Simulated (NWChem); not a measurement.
Species: C2H4FNOSi; SMILES O=C/C=N/[SiH2]F

```xyz
10

O     -0.5128    -3.2472     0.0000
C      0.2762    -2.3274     0.0000
C     -0.1619    -0.8893     0.0000
N      0.7134     0.0326     0.0000
Si     0.4481     1.7529     0.0000
F     -1.1241     2.1265     0.0000
H      1.3764    -2.4689     0.0000
H     -1.2518    -0.7363     0.0000
H      1.0708     2.2881    -1.2304
H      1.0708     2.2881     1.2304
```
Atoms are numbered in this order, from 1.

All runs: NWChem. The geometry was optimised at B3LYP/6-31G* (spherical d). Total energies compare along this basis series because the functional is fixed.

```json
[
 {"level": "PBE/def2-SVP", "basis functions": "108", "energy (Ha)": "-597.1531", "highest occupied level (eV)": "-5.95", "orbital gap (eV)": "2.21", "dipole (D)": "1.77"},
 {"level": "PBE/def2-SVPD", "basis functions": "162", "energy (Ha)": "-597.1831", "highest occupied level (eV)": "(withheld)", "orbital gap (eV)": "2.25", "dipole (D)": "(withheld)"},
 {"level": "PBE/def2-TZVP", "basis functions": "216", "energy (Ha)": "-597.6282", "highest occupied level (eV)": "-6.20", "orbital gap (eV)": "2.25", "dipole (D)": "1.92"},
 {"level": "PBE/def2-TZVPP", "basis functions": "253", "energy (Ha)": "-597.6293", "highest occupied level (eV)": "-6.20", "orbital gap (eV)": "2.25", "dipole (D)": "1.92"}
]
```

Q: Fill in the missing entries.

A: 
- PBE/def2-SVPD, highest occupied level (eV): -6.28
- PBE/def2-SVPD, dipole (D): 2.10
